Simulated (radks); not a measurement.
Kr18+, 18 electrons, occupied as [He] 2s2 2p5.5 3s2 3p6 4s0.5 (fractional occupations, a model configuration).

All-electron calculation, Dirac Kohn-Sham, PBE, spin-unpolarised, spherical densities, finite nucleus; open shells fill j = l - 1/2 first; Fermi nuclear charge, rms radius 4.1884 fm. Program: a radial shooting solver on a logarithmic mesh with Libxc functionals.

Energy parts (hartree):
part                       energy
total                 -2579.65741
kinetic                2656.57224
electron-nucleus      -5754.66282
Hartree                 590.92025
exchange-correlation    -72.48709

Orbitals (lengths in bohr, moments of r in powers of bohr):
| orbital | occ. | eigenvalue (hartree) | <1/r> | small-component weight |
|---|---|---|---|---|
| 1s1/2 | 2 | -547.7595 | 36.76 | 1.71e-02 |
| 2s1/2 | 2 | -95.17259 | 8.325 | 3.47e-03 |
| 2p1/2 | 2 | -88.88333 | 8.275 | 3.45e-03 |
| 2p3/2 | 3.5 | -86.86201 | 7.991 | 3.37e-03 |
| 3s1/2 | 2 | -31.25067 | 3.132 | 1.12e-03 |
| 3p1/2 | 2 | -29.04150 | 3.065 | 1.08e-03 |
| 3p3/2 | 4 | -28.62252 | 2.998 | 1.06e-03 |
| 4s1/2 | 0.5 | -14.91268 | 1.539 | 4.82e-04 |

The highest occupied level is 4s1/2 at -405.79 eV. Summed over all electrons, <r^2> = 2.698 bohr^2, which gives a Langevin (diamagnetic) susceptibility term of -2.14 x 10^-6 cm^3/mol. The electron density at the nucleus is 4.977e+04 e/bohr^3. The density falls to 0.001 e/bohr^3 at r = 1.69 bohr.
